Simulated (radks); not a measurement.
Values are calculated unless marked as measured or tabulated.
Spherical quantum dot in the effective-mass picture: electrons in a well V = -V0 / (1 + exp((r - R)/a)) with V0 = 17.9, R = 2.75, a = 0.23, with a point charge +2 (a donor) at the centre, all in effective atomic units (hartree* = m*/eps^2 hartree, bohr* = eps/m* bohr), one dielectric constant everywhere. Level of theory: non-relativistic Kohn-Sham, PBEsol, spin-polarised, spherical densities (a radial shooting solver with Libxc functionals). Levels are named by radial order and angular momentum (1s, 1p, 1d, 2s, ...), and open shells are averaged over m. Each electron was tried in the lowest free levels, single moves between levels near the top were tried too, and the lowest total energy was kept; such a search can miss a lower state. The series stops at N = 29: beyond it a trial failed or the search could not be trusted, so later rows were left out. At N = 1 the Hartree and exchange-correlation terms need not cancel, so that row can carry a self-interaction error.

N	open shells	2S	E (hartree*)	mu = E(N) - E(N-1) (hartree*)	addition energy mu(N+1) - mu(N) (hartree*)
1	1s(up 1, down 0)	1	-19.8377	-19.838	1.169
2	none	0	-38.5063	-18.669	2.234
3	1p(up 1, down 0)	1	-54.9411	-16.435	0.5046
4	1p(up 2, down 0)	2	-70.8714	-15.930	0.5285
5	1p(up 3, down 0)	3	-86.2731	-15.402	0.7014
6	1p(up 3, down 1)	2	-100.973	-14.700	0.4814
7	1p(up 3, down 2)	1	-115.192	-14.219	0.5003
8	none	0	-128.911	-13.719	1.052
9	2s(up 1, down 0)	1	-141.578	-12.667	0.6462
10	none	0	-153.598	-12.021	0.7115
11	1d(up 1, down 0)	1	-164.907	-11.309	0.4641
12	1d(up 2, down 0)	2	-175.752	-10.845	0.4652
13	1d(up 3, down 0)	3	-186.132	-10.380	0.4651
14	1d(up 4, down 0)	4	-196.047	-9.9146	0.4645
15	1d(up 5, down 0)	5	-205.497	-9.4501	0.5881
16	1d(up 5, down 1)	4	-214.359	-8.8620	0.4498
17	1d(up 5, down 2)	3	-222.771	-8.4122	0.4512
18	1d(up 5, down 3)	2	-230.732	-7.9610	0.4517
19	1d(up 5, down 4)	1	-238.241	-7.5093	0.4515
20	none	0	-245.299	-7.0578	1.388
21	1f(up 1, down 0)	1	-250.969	-5.6702	0.4345
22	1f(up 2, down 0)	2	-256.205	-5.2357	0.4345
23	1f(up 3, down 0)	3	-261.006	-4.8012	0.4342
24	1f(up 4, down 0)	4	-265.373	-4.3670	0.4337
25	1f(up 5, down 0)	5	-269.306	-3.9333	0.4331
26	1f(up 6, down 0)	6	-272.806	-3.5001	0.4325
27	1f(up 7, down 0)	7	-275.874	-3.0677	0.5460
28	1f(up 7, down 1)	6	-278.396	-2.5217	0.4241
29	1f(up 7, down 2)	5	-280.493	-2.0976	-

All shells are closed at N = 2, 8, 10, 20 (there: 1s2 1p6 1d10 2s2); the second difference of the energy has clear peaks (12 % above both neighbours; the first and last values, which can be the largest, are not judged, and half-filled shells can peak too) at N = 2, 5, 8, 15, 20, 27.
